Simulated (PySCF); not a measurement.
C4H8PSi (doublet state).
Numbering: `[CH3:1][CH:2][C:3]#[C:4][SiH2:5][PH2:6]` (hydrogens: H7, H8, H9 on C1; H10 on C2; H11, H12 on Si5; H13, H14 on P6)

Geometry (GFN2-xTB, Å), atoms numbered from 1 in this order:
```
atom  x, y, z in Å
C1    -2.9483   -0.5248    0.0759
C2    -1.7642   -0.6532    0.9640
C3    -0.6000   -0.0138    0.7326
C4     0.4398    0.6127    0.5116
Si5    2.0693    1.3432    0.1161
P6     3.6764   -0.2379    0.0284
H7    -2.7542    0.1732   -0.7346
H8    -3.2147   -1.4959   -0.3481
H9    -3.8125   -0.1785    0.6466
H10   -1.8497   -1.2927    1.8309
H11    2.4820    2.2776    1.1705
H12    2.0194    1.9790   -1.2045
H13    2.9492   -1.1291   -0.7371
H14    3.3069   -0.8603    1.2057
```

The hyperfine couplings belong to this conformer and change with its torsions.

Method: PySCF 2.14.0, UKS B3LYP, pcH-1 on C H P Si, non-relativistic, mean-field spin-orbit, GIAO. One conformer (not necessarily the lowest) at the GFN2-xTB geometry, without solvent, vibrations or thermal averaging. A GFN2-xTB geometry isn't a minimum of the functional, and hyperfine couplings can be far from their values at a DFT geometry. The SCF solution wasn't tested for stability.

Task: Break the g tensor into its mass correction, gauge correction and orbital-Zeeman/spin–orbit terms.

Result: 
```csv
Δg (ppm),1,2,3
relativistic mass correction,-139,-139,-139
gauge correction,-4,22,27
orbital Zeeman/spin–orbit,-48,183,746
total,-191,67,634
```

So g = 2.00213, 2.00239, 2.00295 and g_iso = 2.00249; the tensor is rhombic: the two nearest values differ by 31 % of g3 − g1. Axes: g3 points within 7° of the C4–Si5 bond.

Task: At 94.353 GHz, how far is the centre of the isotropic spectrum from where a free electron (g = 2.002319) resonates?

Result: B = hν/(g μB) with μB/h = 13.99624 MHz/mT gives 3366.75 mT for the free electron and 3366.46 mT at g_iso, 0.29 mT lower.

Task: What are the electron Larmor frequencies g μB B/h along the three axes at 3350 mT?

Result: 93.8746, 93.8867, 93.9133 GHz for g1, g2 and g3, a range of 38.7 MHz.

Task: In a frozen sample, at which fields do the three g values resonate at 9.5, 34, 94 and 263 GHz (hyperfine left aside), and which band first spreads them over more than twice a line width of 1.0 mT?

Result: 
```json
{"band": "X", "GHz": "9.5", "B(g3) mT": "338.88", "B(g2) mT": "338.97", "B(g1) mT": "339.02", "spread mT": "0.14"}
{"band": "Q", "GHz": "34.0", "B(g3) mT": "1212.82", "B(g2) mT": "1213.16", "B(g1) mT": "1213.32", "spread mT": "0.50"}
{"band": "W", "GHz": "94.0", "B(g3) mT": "3353.09", "B(g2) mT": "3354.04", "B(g1) mT": "3354.47", "spread mT": "1.38"}
{"band": "J", "GHz": "263.0", "B(g3) mT": "9381.52", "B(g2) mT": "9384.18", "B(g1) mT": "9385.39", "spread mT": "3.87"}
```

The spread grows in proportion to the frequency. J band is the first where it exceeds 2.0 mT.

Largest spin populations (Mulliken): C2 (+0.70), C4 (+0.55) and C3 (-0.26). The positive populations add up to 1.37 and the negative ones to -0.37, together 2S = 1. The angles at C2 add up to 360.0°, so it is planar; its axial dipolar tensor and the negative coupling of its proton fit spin in a p orbital normal to that plane.

The HOMO–LUMO gaps are 5.27 eV among the α and 4.31 eV among the β orbitals.

On one thread of an AMD EPYC, shared host with 64 logical CPUs at a one-minute load of 54, this took 2.2 min wall (with the writing of density and orbital grids) and 0.91 GiB of memory at its peak.
